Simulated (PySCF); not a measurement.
Species: C$_{4}$H$_{14}$Si$_{2}$ (charge 0, singlet). 
Coordinates optimised at B3LYP-D3(BJ)/def2-TZVP (Ansatz):
SMILES: C[Si](C)(C)C[SiH3]
```xyz
20

C     -2.2937     0.8242    -0.7750
Si    -0.8019     0.0407     0.0566
C     -0.7062     0.6185     1.8411
C     -0.9671    -1.8294     0.0035
C      0.7578     0.5656    -0.8645
Si     2.3845    -0.0893    -0.2111
H     -2.2255     1.9146    -0.7622
H     -2.3757     0.5085    -1.8177
H     -3.2201     0.5429    -0.2683
H     -1.6233     0.3683     2.3796
H      0.1279     0.1532     2.3702
H     -0.5720     1.7013     1.8996
H     -0.1340    -2.3210     0.5099
H     -0.9909    -2.1953    -1.0258
H     -1.8901    -2.1513     0.4914
H      0.6614     0.2585    -1.9114
H      0.8065     1.6598    -0.8670
H      2.4026    -1.5726    -0.2371
H      3.5310     0.3946    -1.0204
H      2.6010     0.3452     1.1908
```
Charge 0, spin multiplicity 1.

Dispersion corrections to the total energy (kcal/mol) from the dftd3 and dftd4 libraries through PySCF: D3(BJ) without and D4 with the three-body term, each with the damping fitted for the functional named.

```
functional  D3(BJ)      D4
----------  ------  ------
HF          -79.90     ___
r2SCAN       -3.73   -3.15
HSE06        -8.69   -9.37
TPSSh       -14.30  -14.27
BHLYP       -16.67  -14.25
PBE0        -10.74     ___
revPBE         ___  -32.73
```

Q: Complete the blanks.

A: 
- HF, D4: -37.21
- PBE0, D4: -10.00
- revPBE, D3(BJ): -28.38
